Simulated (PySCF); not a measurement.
Molecule: `C=C[Si](C)(C)C`, C$_{5}$H$_{12}$Si.

Molfile (atoms numbered from 1):
```
C5H12Si
     RDKit          3D

 18 17  0  0  0  0  0  0  0  0999 V2000
    2.4902   -0.4841    0.4675 C   0  0  0  0  0  0  0  0  0  0  0  0
    1.4177    0.2400    0.8088 C   0  0  0  0  0  0  0  0  0  0  0  0
   -0.2734    0.1073    0.0013 Si  0  0  0  0  0  4  0  0  0  0  0  0
   -0.7499    1.7884   -0.7027 C   0  0  0  0  0  0  0  0  0  0  0  0
   -1.5349   -0.3978    1.3056 C   0  0  0  0  0  0  0  0  0  0  0  0
   -0.2209   -1.1776   -1.3715 C   0  0  0  0  0  0  0  0  0  0  0  0
    3.4582   -0.3731    0.9701 H   0  0  0  0  0  0  0  0  0  0  0  0
    2.4539   -1.2287   -0.3363 H   0  0  0  0  0  0  0  0  0  0  0  0
    1.5409    0.9648    1.6272 H   0  0  0  0  0  0  0  0  0  0  0  0
   -1.7466    1.7526   -1.1711 H   0  0  0  0  0  0  0  0  0  0  0  0
   -0.0262    2.1172   -1.4649 H   0  0  0  0  0  0  0  0  0  0  0  0
   -0.7776    2.5548    0.0882 H   0  0  0  0  0  0  0  0  0  0  0  0
   -1.5620    0.3290    2.1331 H   0  0  0  0  0  0  0  0  0  0  0  0
   -2.5476   -0.4546    0.8749 H   0  0  0  0  0  0  0  0  0  0  0  0
   -1.2893   -1.3834    1.7311 H   0  0  0  0  0  0  0  0  0  0  0  0
    0.5073   -0.9051   -2.1515 H   0  0  0  0  0  0  0  0  0  0  0  0
    0.0512   -2.1710   -0.9813 H   0  0  0  0  0  0  0  0  0  0  0  0
   -1.2085   -1.2659   -1.8516 H   0  0  0  0  0  0  0  0  0  0  0  0
  1  2  2  0
  2  3  1  0
  3  4  1  0
  3  5  1  0
  3  6  1  0
  1  7  1  0
  1  8  1  0
  2  9  1  0
  4 10  1  0
  4 11  1  0
  4 12  1  0
  5 13  1  0
  5 14  1  0
  5 15  1  0
  6 16  1  0
  6 17  1  0
  6 18  1  0
M  END
```

Geometry PBE0-D3(BJ)/def2-SVP throughout; GIAO in PySCF 2.14.0 with density-fitted response routines, gas phase, one conformer, non-relativistic; equivalent atoms averaged; basis pcSseg-1.

Question: How do the absolute shieldings σ depend on the functional? (ppm; last column core-seconds on shared hosts with different chips, so compare them loosely)

Answer: 
```csv
functional,kind,C2,C1,C4/C5/C6,Si3,H9,H7,H8,H10/H11/H12/H13/H14/H15/H16/H17/H18,core-s
HF,Hartree–Fock,43.6,49.6,191.9,398.9,25.52,25.61,25.81,31.59,7.2
LDA,LDA,23.2,36.2,182.9,324.5,24.20,24.57,24.81,30.75,19
PBE,GGA,31.6,42.2,181.8,341.5,24.79,25.04,25.30,31.12,24
BLYP,GGA,26.3,38.6,177.0,330.7,25.09,25.35,25.60,31.28,24
BP86,GGA,31.5,42.1,181.4,340.6,24.88,25.13,25.38,31.18,24
OPBE,GGA,44.7,52.2,186.6,367.1,24.81,24.97,25.28,31.14,25
KT2,GGA,45.0,53.7,184.9,368.1,25.03,25.20,25.48,31.10,46
KT3,GGA,47.0,55.0,183.7,372.9,25.23,25.36,25.66,31.24,44
B97-D,GGA,36.7,46.5,180.7,354.1,25.18,25.38,25.63,31.33,44
B3LYP,global hybrid,29.2,39.9,180.8,344.5,25.12,25.34,25.58,31.30,27
PBE0,global hybrid,35.2,43.9,186.0,358.2,24.89,25.08,25.33,31.18,18
mPW1PW91,global hybrid,34.7,43.1,185.1,357.0,24.98,25.16,25.41,31.23,26
WP04,global hybrid,26.4,34.7,173.6,345.6,25.67,25.79,26.02,31.47,35
B97-2,global hybrid,38.6,46.8,185.2,363.8,25.10,25.26,25.52,31.29,32
BHandHLYP,global hybrid,33.6,42.5,185.4,364.5,25.22,25.39,25.61,31.36,32
CAM-B3LYP,range-separated hybrid,29.7,39.9,184.0,349.6,25.02,25.25,25.46,31.25,23
wB97X-D,range-separated hybrid,35.4,43.1,186.0,358.8,25.06,25.23,25.45,31.29,44
LC-wPBE,range-separated hybrid,35.7,42.6,190.0,363.9,24.92,25.07,25.29,31.24,56
```

Question: Which nucleus moves most, in ppm?

Answer: Si3 (silicon bonded to 4 C): from 324.5 ppm with LDA to 398.9 ppm with HF. The smallest spread is 0.84 ppm, at H10/H11/H12/H13/H14/H15/H16/H17/H18. Proton shifts span only some 12 ppm, so a few tenths of a ppm matter as much there as several ppm in carbon.
